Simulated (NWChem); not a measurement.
Molecule: C$_{3}$H$_{6}$OSi; SMILES C#C[SiH2]CO

```xyz
11

C      0.8507     2.5336    -0.0508
C      0.1472     1.5436     0.0257
Si    -0.9119     0.0473     0.1293
C      0.0111    -1.4739    -0.5176
O      1.0972    -1.7405     0.3331
H      1.4730     3.4087    -0.1153
H     -2.1247     0.2572    -0.7199
H     -1.3274    -0.1584     1.5464
H     -0.7146    -2.3135    -0.5683
H      0.3206    -1.2649    -1.5624
H      1.6049    -2.4704    -0.0349
```
Atoms are numbered in this order, from 1.

Results from NWChem. The geometry was optimised at PBE0/def2-SVP. Atomic charges in e: unrestrained fits to the electrostatic potential beside Mulliken populations; buried atoms are poorly determined by the fit.

Estimate the computed values for B3LYP/def2-SVP. Quantities: ESP C1; Mulliken C1; ESP C2; Mulliken C2; ESP Si3; Mulliken Si3; ESP C4; Mulliken C4; ESP O5; Mulliken O5; relative RMS misfit of the potential (%).


```yaml
ESP C1: -0.31
Mulliken C1: -0.22
ESP C2: -0.12
Mulliken C2: 0.03
ESP Si3: 0.47
Mulliken Si3: 0.46
ESP C4: 0.34
Mulliken C4: -0.02
ESP O5: -0.63
Mulliken O5: -0.31
relative RMS misfit of the potential (%): 29
```
